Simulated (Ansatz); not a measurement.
Ideal-gas functions of AlFH3NTe (`[NH2][Al]([F])[TeH]`) at 400 K and 1 bar, from an Ansatz frequency run at PBE0-D4/def2-TZVP.

Molar mass 190.61 g/mol, point group Cs (symmetry number 1), electronic degeneracy 1, moments of inertia 81.055, 393.99, 475.042 u Å². Harmonic wavenumbers (cm⁻¹, unscaled): 121, 130, 173, 221, 324, 333, 369, 489, 659, 788, 907, 1562, 2159, 3614, 3706.

Use S(trans) = R[1.5 ln M + 2.5 ln T − 1.1517]; rotational temperatures θ = 24.2544 K / I; S(rot) = R[ln(√π/σ · √(T³/θAθBθC)) + 1.5]; for each mode x = 1.438777 ν̃/T, S = R[x/(eˣ − 1) − ln(1 − e⁻ˣ)] and H = RT x/(eˣ − 1); 1 cm⁻¹ = 0.0119627 kJ/mol; R = 8.31446 J/(mol·K).

Problem. By hand: the entropy, in J/(mol·K).

Solution. Translation 180.4. Rotation: θ = 0.2992, 0.0616, 0.0511 K, giving 120.9. Vibration, mode by mode: 15.30, 14.71, 12.39, 10.44, 7.50, 7.29, 6.55, 4.61, 2.85, 1.97, 1.40, 0.20, 0.03, 0.00, 0.00, in all 85.2. Electronic 0.0. Sum 386.5 J/(mol·K).

Problem. By hand: H − E and G − E in kJ/mol, counted from the electronic energy.

Solution. Zero-point energy ½ × 15555 × 0.0119627 = 93.0; thermal vibration 18.0; translation, rotation and pV give 4 RT = 13.3. H − E = 124.3 kJ/mol, and G − E = 124.3 − 400 × 386.5/1000 = -30.3 kJ/mol.

Vibration gives 22 % of the entropy, 30.0 J/(mol·K) of it from the modes under 150 cm⁻¹: soft modes count most, and the harmonic formula is weakest for them. The sum counts one conformer and one mirror image; others add a mixing term.
